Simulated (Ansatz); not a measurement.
Frontier orbitals of `OCB[SiH2]F`.

Cartesian coordinates in Å:
```
O 2.1506 0.0416 -1.3840
C 1.1835 -0.2019 -0.4558
B -0.1641 0.4312 -0.3748
Si -1.3694 -0.0016 1.1592
F -0.6590 -1.0811 2.1259
H 1.8660 0.7758 -1.9383
H 1.5729 -0.8558 0.3221
H 0.2438 -0.8799 -0.9076
H -0.5043 1.1404 -1.2826
H -1.6402 1.2154 1.9737
H -2.6798 -0.5841 0.7621
```

Total charge 0; spin multiplicity 1. The structure was optimised at the PBE0-D4/def2-TZVP level. It is one conformer, not always the lowest. Basis def2-TZVPP, the Gaussian-basis code of Ansatz.

```
             functional  HOMO (eV)  LUMO (eV)  gap (eV)
            LDA (SPW92)      -6.97      -2.07      4.90
                    PBE      -6.85      -1.83      5.02
                   BLYP      -6.75      -1.66      5.09
                 B97M-V      -7.25      -1.64      5.61
                   PBE0      -8.19      -0.92      7.27
                r2SCAN0      -8.38      -0.76      7.62
HSE06 (plane-wave form)      -7.79      -1.29      6.50
                  BHLYP      -9.47       0.11      9.58
                ωB97X-V     -10.57       1.23     11.80
                ωB97M-V     -10.43       1.01     11.44
                     HF     -11.41       2.49     13.90
```

From PBE to PBE0 the HOMO moves by −1.34 eV and the LUMO by +0.92 eV, and with ωB97M-V by −3.58 and +2.85 eV, so the gap grows from 5.01 to 11.44 eV with exact exchange. A positive LUMO is unbound and depends on the basis.
